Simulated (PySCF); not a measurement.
Compound: C8H17BO.
SMILES with atom numbers: `[CH3:1][CH:2]([CH3:3])[O:4][C@H:5]1[BH:6][CH2:7][CH2:8][CH2:9][CH2:10]1` (hydrogens: H11, H12, H13 on C1; H14 on C2; H15, H16, H17 on C3; H18 on C5; H19 on B6; H20, H21 on C7; H22, H23 on C8; H24, H25 on C9; H26, H27 on C10)

Computed, not measured: PySCF 2.14.0, PBE0-D3(BJ)/def2-SVP geometry optimisation, gas phase.

Task: What internal coordinates does the optimisation give?

Result: 
```tsv
bond	length (Å)	order
C1–C2	1.516	single
C2–C3	1.523	single
C2–O4	1.409	single
O4–C5	1.415	single
C5–B6	1.576	single
B6–C7	1.565	single
C7–C8	1.533	single
C8–C9	1.525	single
C9–C10	1.524	single
C5–C10	1.527	single
C1–H11, C1–H12, C1–H13	1.100	single
C2–H14	1.109	single
C3–H15, C3–H16, C3–H17	1.101	single
C5–H18	1.119	single
B6–H19	1.213	single
C7–H20	1.114	single
C7–H21	1.101	single
C8–H22	1.103	single
C8–H23	1.105	single
C9–H24	1.102	single
C9–H25	1.106	single
C10–H26	1.102	single
C10–H27	1.104	single
```

Bonds in one row agree within 0.01 Å and their mean is given. Orders are formal, as drawn. A selection of angles:
```tsv
angle	degrees
C2–C1–H11	110.1
C2–C1–H12	111.1
H11–C1–H12	108.5
H12–C1–H13	108.8
C1–C2–C3	112.4
C1–C2–O4	107.2
C1–C2–H14	108.4
C3–C2–O4	110.8
C3–C2–H14	108.8
O4–C2–H14	109.2
C2–C3–H15	109.9
C2–C3–H16	111.5
H15–C3–H16	107.9
H15–C3–H17	108.6
C2–O4–C5	115.9
O4–C5–B6	115.2
O4–C5–C10	108.1
O4–C5–H18	110.3
B6–C5–C10	112.4
B6–C5–H18	104.4
C10–C5–H18	106.1
C5–B6–C7	118.1
C5–B6–H19	120.2
C7–B6–H19	121.6
B6–C7–C8	114.4
B6–C7–H20	102.1
B6–C7–H21	113.3
C8–C7–H20	109.3
C8–C7–H21	112.1
H20–C7–H21	104.6
C7–C8–C9	112.7
C7–C8–H22	110.8
C7–C8–H23	108.8
C9–C8–H22	110.1
C9–C8–H23	108.5
H22–C8–H23	105.7
C8–C9–C10	112.5
C8–C9–H24	109.7
C8–C9–H25	109.5
C10–C9–H24	109.6
C10–C9–H25	109.5
H24–C9–H25	105.9
C9–C10–H26	111.3
C9–C10–H27	109.8
```

Torsions: C1–C2–O4–C5 -154° (antiperiplanar); C2–O4–C5–B6 75° (synclinal); O4–C5–B6–C7 160° (antiperiplanar); C5–B6–C7–C8 -32° (synclinal); B6–C7–C8–C9 42° (synclinal); C7–C8–C9–C10 -57° (synclinal); C8–C9–C10–C5 61° (synclinal); O4–C5–C10–C9 -177° (antiperiplanar).

Of the pairs four or more bonds apart, H16···H18 is among the closest relative to their van der Waals radii: 2.21 Å, 92 % of the sum of Bondi's values. B6 (three-coordinate boron) is planar (angles 121.6°, 120.2° and 118.1°, sum 359.9°, 0.03 Å off the plane of its three neighbours). O4 (ether oxygen) is bent (angle 115.9°). The 6-membered ring C5–B6–C7–C8–C9–C10 has internal angles of 111.9° to 118.1° (sum 682°, against 720° for a flat polygon); it is puckered, 0.20 Å rms from its mean plane, widest ring torsion 61°.

Point group: C1 (no symmetry element, even within 0.4 Å). Stationary, but not proved a minimum. One conformer, not necessarily the lowest.
